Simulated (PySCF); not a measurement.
# H3RuO: from structure and modes to constants

These are results of UPBE0 in PySCF with Ru def2-TZVP with ECP28, O def2-TZVP, H def2-TZVP; scalar-relativistic core potentials, no spin–orbit coupling; density-fitted integrals, not measurements.

The doublet minimum has Cs symmetry. Masses (u): Ru 101.90435, O 15.99492, H 1.00782.

```xyz
5
charge 0 multiplicity 2, angstrom
Ru    0.0000    0.1235    0.1586
O     0.0000   -0.9654   -1.0603
H     1.4247    0.6353    0.6588
H    -1.4247    0.6353    0.6588
H     0.0000    1.5369   -0.4922
```

Harmonic wavenumbers (cm⁻¹): 476.0 (a', ×1), 586.0 (a', ×1), 614.7 (a'', ×1), 723.0 (a'', ×1), 935.8 (a', ×1), 1076.3 (a', ×1), 2093.4 (a', ×1), 2096.2 (a'', ×1), 2229.5 (a', ×1).

**Question.** Find the principal moments of inertia and the rotational constants. What kind of rotor is it?

**Answer.** About the centre of mass I = 6.2739, 41.321, 43.23 u Å². With B = 16.8576/I this gives 2.687, 0.408, 0.3899 cm⁻¹. The molecule is an asymmetric top with κ = -0.98.

**Question.** What is the harmonic zero-point energy?

**Answer.** Half the sum of all 9 wavenumbers, 10831/2 = 5415 cm⁻¹, which is 64.8 kJ/mol (1 cm⁻¹ = 0.0119627 kJ/mol).

**Question.** Find the vibrational entropy and heat capacity at 298.15 K.

**Answer.** With u = 1.43878 ω/T, each mode gives S = R[u/(eᵘ−1) − ln(1−e⁻ᵘ)] and C = R u² eᵘ/(eᵘ−1)².
```json
{"ω (cm⁻¹)": "476.0", "u": "2.297", "S (J/(mol K))": "3.02", "C (J/(mol K))": "5.45"}
{"ω (cm⁻¹)": "586.0", "u": "2.828", "S (J/(mol K))": "1.98", "C (J/(mol K))": "4.44"}
{"ω (cm⁻¹)": "614.7", "u": "2.966", "S (J/(mol K))": "1.78", "C (J/(mol K))": "4.19"}
{"ω (cm⁻¹)": "723.0", "u": "3.489", "S (J/(mol K))": "1.17", "C (J/(mol K))": "3.29"}
{"ω (cm⁻¹)": "935.8", "u": "4.516", "S (J/(mol K))": "0.51", "C (J/(mol K))": "1.90"}
{"ω (cm⁻¹)": "1076.3", "u": "5.194", "S (J/(mol K))": "0.29", "C (J/(mol K))": "1.26"}
{"ω (cm⁻¹)": "2093.4", "u": "10.102", "S (J/(mol K))": "0.00", "C (J/(mol K))": "0.03"}
{"ω (cm⁻¹)": "2096.2", "u": "10.116", "S (J/(mol K))": "0.00", "C (J/(mol K))": "0.03"}
{"ω (cm⁻¹)": "2229.5", "u": "10.759", "S (J/(mol K))": "0.00", "C (J/(mol K))": "0.02"}
```
The sums over all modes are S = 8.8 and C = 20.6 J/(mol K); the softest mode gives 34 % of the entropy.

**Question.** Give the standard entropy (298.15 K, 1 bar) by its translational, rotational, vibrational and spin parts, and Cp.

**Answer.** Sackur–Tetrode with M = 120.92 u gives 168.7; rotation with symmetry number 1 gives 87.3; vibration 8.8; spin R ln 2 = 5.8. The total is 270.5 J/(mol K), and Cp = 4 R + 20.6 = 53.9 J/(mol K).

This need not be the most stable arrangement of these atoms. With open d or f shells other occupations or spin states may lie lower.
